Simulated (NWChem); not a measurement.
## Ionisation of Te (+1)

```
Te
```
Charge +1, spin multiplicity 4.

The numbers come from NWChem runs, not from measurements.

Basis set: def2-TZVP. −ε marks an orbital energy of the parent.

Effective core potentials replace the inner electrons of Te; spin-orbit coupling is left out. No SCF solution was tested for a lower state. Open-shell Hartree-Fock references start from PBE0 orbitals.

Q: One of these methods gave a first vertical ionisation energy of 18.84 eV. Which?
A. evGW@PBE0
B. G0W0@PBE
C. −ε(alpha HOMO) of PBE
D. −ε(alpha HOMO) of HF

A: D, −ε(alpha HOMO) of HF. The others give 14.53 (−ε(alpha HOMO) of PBE), 18.34 (G0W0@PBE), 18.64 (evGW@PBE0).
